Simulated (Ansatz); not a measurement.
Geometry optimisation, Ansatz, RHF/def2-SVP.

Input:

```yaml
crystal:
  periodic: [false, false, false]
  atoms:
    - { symbol: Hf, position_ang: [-0.009097, 0.194137, -0.016881] }
    - { symbol: F, position_ang: [-0.131001, -0.147031, 1.910928] }
    - { symbol: "N", position_ang: [1.89116, -0.139138, -0.675946] }
    - { symbol: H, position_ang: [2.630512, -0.586079, -0.15944] }
    - { symbol: H, position_ang: [2.261896, 0.134883, -1.571278] }
    - { symbol: "N", position_ang: [-0.631781, 1.990183, -0.725699] }
    - { symbol: H, position_ang: [-1.509079, 2.400823, -0.444697] }
    - { symbol: H, position_ang: [-0.161256, 2.638829, -1.333034] }
    - { symbol: "N", position_ang: [-1.359831, -1.306831, -0.865249] }
    - { symbol: H, position_ang: [-1.01644, -2.257934, -0.836697] }
    - { symbol: H, position_ang: [-1.628153, -1.149894, -1.827581] }
    - { symbol: O, position_ang: [-2.917192, -0.126722, 1.382683] }
    - { symbol: Al, position_ang: [-3.177708, -1.362795, 0.168305] }
    - { symbol: H, position_ang: [-3.185471, -2.879696, 0.680234] }
    - { symbol: H, position_ang: [-4.207633, -0.908025, -0.961328] }
    - { symbol: H, position_ang: [-2.256227, -0.23291, 2.084578] }
basis:
  gaussian: { orbitals: def2-SVP }
hamiltonian:
  xc: hf
relax:
  f_tol: 0.03
  max_steps: 50
```

Launched with:

```bash
$ ansatz run input.yaml --threads 4 --pin off --max-ram 5120MiB --backend cpu --events-out ev --progress --plain --runs-dir out
```

Question: Where does it end, and by what steps?

Answer: The run converged. After 25 steps the energy has fallen by 1.370 eV; H5 moved furthest, 1.40 Å. Joined: Hf1–O12 (3.24 → 2.18 Å).

| step | energy less start (eV) | largest force component (eV/Å) | accepted |
| --- | --- | --- | --- |
| 0 | 0.0000 | 1.558 | yes |
| 1 | -0.2136 | 1.605 | yes |
| 2 | -0.5098 | 2.388 | yes |
| 3 | -0.8461 | 2.570 | yes |
| 4 | -1.0267 | 1.930 | yes |
| 5 | -1.1688 | 0.842 | yes |
| 6 | -1.2343 | 0.556 | yes |
| 7 | -1.2594 | 0.870 | yes |
| 8 | -1.2437 | 1.680 | no |
| 9 | -1.2866 | 0.292 | yes |
| 10 | -1.2986 | 0.149 | yes |
| 11 | -1.3124 | 0.366 | yes |
| 12 | -1.3252 | 0.610 | yes |
| 13 | -1.3378 | 0.443 | yes |
| 14 | -1.3454 | 0.546 | yes |
| 15 | -1.3579 | 0.234 | yes |
| 16 | -1.3597 | 0.240 | yes |
| 17 | -1.3642 | 0.178 | yes |
| 18 | -1.3668 | 0.065 | yes |
| 19 | -1.3621 | 0.289 | no |
| 20 | -1.3680 | 0.053 | yes |
| 21 | -1.3686 | 0.061 | yes |
| 22 | -1.3690 | 0.052 | yes |
| 23 | -1.3694 | 0.033 | yes |
| 24 | -1.3695 | 0.038 | yes |
| 25 | -1.3696 | 0.013 | yes |

```xyz
16
Properties=species:S:1:pos:R:3
Hf -0.322 0.341 0.241
F 0.186 0.861 2.051
N 1.460 -0.526 -0.317
H 2.299 -0.459 0.236
H 1.669 -1.062 -1.140
N -0.686 2.096 -0.760
H -1.265 2.842 -0.413
H -0.228 2.423 -1.593
N -1.461 -1.100 -1.212
H -0.912 -1.890 -1.516
H -1.776 -0.641 -2.053
O -2.076 -0.499 1.218
Al -2.909 -1.606 -0.018
H -2.800 -3.128 0.430
H -4.306 -1.007 -0.481
H -2.279 -0.384 2.135
```

Whether the end is a true minimum wasn't checked by a vibrational analysis.

Time of the run: 83 s on 4 threads of Arm Neoverse V1, on a shared host, peak memory 0.5 GiB.
